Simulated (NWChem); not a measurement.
System: CH₃FO₃Si; SMILES O=C(O)[Si@H](O)F

NWChem input:

```
start job
memory heap 200 mb stack 900 mb global 1100 mb
geometry units angstroms noautosym nocenter noautoz
  O      1.142866    -1.351777     0.581191
  C      0.111562    -1.039479     0.001523
  O     -0.832544    -1.928949    -0.361792
  Si    -0.204893     0.823418    -0.393079
  O      1.288080     1.489722    -0.125837
  F     -1.319678     1.354350     0.679895
  H     -0.515136    -2.815431    -0.063219
  H     -0.704913     1.154557    -1.754371
  H      1.831026     0.868201     0.404576
end
basis spherical
  * library def2-svp
end
dft
  xc pbe0
  iterations 150
end
cosmo
  do_cosmo_smd true
  solvent water
end
task dft energy
```

NWChem printed, in part:

```
             Northwest Computational Chemistry Package (NWChem) 7.3.0
             --------------------------------------------------------

                             Geometry "geometry" -> ""
                             -------------------------

 Output coordinates in angstroms (scale by  1.889725989 to convert to a.u.)

  No.       Tag          Charge          X              Y              Z
 ---- ---------------- ---------- -------------- -------------- --------------
    1 O                    8.0000     1.14286600    -1.35177700     0.58119100
    2 C                    6.0000     0.11156200    -1.03947900     0.00152300
    3 O                    8.0000    -0.83254400    -1.92894900    -0.36179200
    4 Si                  14.0000    -0.20489300     0.82341800    -0.39307900
    5 O                    8.0000     1.28808000     1.48972200    -0.12583700
    6 F                    9.0000    -1.31967800     1.35435000     0.67989500
    7 H                    1.0000    -0.51513600    -2.81543100    -0.06321900
    8 H                    1.0000    -0.70491300     1.15455700    -1.75437100
    9 H                    1.0000     1.83102600     0.86820100     0.40457600

 Effective nuclear repulsion energy (a.u.)     308.5620504163

                                 NWChem DFT Module
                                 -----------------

 Summary of "ao basis" -> "ao basis" (spherical)
 ------------------------------------------------------------------------------
       Tag                 Description            Shells   Functions and Types
 ---------------- ------------------------------  ------  ---------------------
 O                          def2-svp                 6       14   3s2p1d
 C                          def2-svp                 6       14   3s2p1d
 Si                         def2-svp                 8       18   4s3p1d
 F                          def2-svp                 6       14   3s2p1d
 H                          def2-svp                 3        5   2s1p

 in cosmo_initialize ...
 calling solv_data for solv:h2o

 solvent parameters
 solvname_short: h2o
 solvname_long:  water
 dielec:       78.4000
 dielecinf:     1.7769
 aqueous SMD model solvent descriptors
 dielec:       78.4000
 sola:          0.8200

          ---------------
          -cosmo- solvent
          ---------------
 Cosmo: York-Karplus, doi: 10.1021/jp992097l
 dielectric constant -eps-     =  78.40
 screen = (eps-1)/(eps    )    =   0.98724
 surface charge correction     = lagrangian

[...]

                                COSMO-SMD solvation results
                                ---------------------------

             internal energy in gas <Psi(g)|H|Psi(g)> =      -654.164732305143
         internal energy in solvent <Psi(s)|H|Psi(s)> =      -654.162530218245
                               delta internal energy  =         0.002202086898 (    1.38 kcal/mol)
   total free energy in solvent <Psi(s)|H+V/2|Psi(s)> =      -654.183346550540
 polarization energy contribution <Psi(s)|V/2|Psi(s)> =        -0.020816332295 (  -13.06 kcal/mol)
    total free energy in solvent including G(SMD-CDS) =      -654.175892555250
                       G(SMD-CDS) energy contribution =         0.007453995290 (    4.68 kcal/mol)
     1 M fixed-concentration free energy of solvation =        -0.011160250107 (   -7.00 kcal/mol)

                       DFT Final Molecular Orbital Analysis
                       ------------------------------------

 Vector   26  Occ=2.000000D+00  E=-3.634984D-01
              MO Center=  7.5D-01,  8.4D-01, -1.7D-01, r^2= 3.1D+00
   Bfn.  Coefficient  Atom+Function         Bfn.  Coefficient  Atom+Function
  ----- ------------  ---------------      ----- ------------  ---------------
    66      0.446814  5 O  pz                69      0.329219  5 O  pz
    65      0.225366  5 O  py                34     -0.192620  3 O  pz
    68      0.177597  5 O  py                37     -0.148128  3 O  pz
     6      0.138606  1 O  pz                64     -0.137620  5 O  px
    95      0.128111  8 H  s                 78      0.127101  6 F  px

 Vector   27  Occ=2.000000D+00  E=-3.538008D-01
              MO Center=  2.9D-01, -1.1D+00,  4.6D-02, r^2= 3.2D+00
   Bfn.  Coefficient  Atom+Function         Bfn.  Coefficient  Atom+Function
  ----- ------------  ---------------      ----- ------------  ---------------
    34     -0.376865  3 O  pz                 6      0.352483  1 O  pz
    37     -0.289697  3 O  pz                 9      0.258974  1 O  pz
    66     -0.212622  5 O  pz                32      0.195973  3 O  px
     4     -0.183618  1 O  px                69     -0.159240  5 O  pz
    35      0.152442  3 O  px                 7     -0.132047  1 O  px

 Vector   28  Occ=2.000000D+00  E=-3.036673D-01
              MO Center=  5.2D-01, -9.3D-01,  1.8D-01, r^2= 2.6D+00
   Bfn.  Coefficient  Atom+Function         Bfn.  Coefficient  Atom+Function
  ----- ------------  ---------------      ----- ------------  ---------------
     5      0.505011  1 O  py                 8      0.386592  1 O  py
    51      0.189472  4 Si py                17     -0.183189  2 C  s
    19     -0.176296  2 C  py                31      0.163685  3 O  s
    32      0.160876  3 O  px                94      0.133550  8 H  s
    35      0.122208  3 O  px                45     -0.121146  4 Si s

 Vector   29  Occ=0.000000D+00  E=-3.951943D-02
              MO Center=  1.8D-01, -7.3D-01, -2.6D-02, r^2= 2.5D+00
   Bfn.  Coefficient  Atom+Function         Bfn.  Coefficient  Atom+Function
  ----- ------------  ---------------      ----- ------------  ---------------
    20      0.403446  2 C  pz                23      0.383737  2 C  pz
     9     -0.322790  1 O  pz                 6     -0.307500  1 O  pz
    55      0.250078  4 Si pz                53     -0.219696  4 Si px
    37     -0.214639  3 O  pz                34     -0.212399  3 O  pz
    18     -0.210507  2 C  px                21     -0.171350  2 C  px

[...]
```

Level: PBE0/def2-SVP, SMD on the gas-phase geometry. Structure relaxed at the PBE-D3(BJ)/def2-SVP level. Solvent: water.
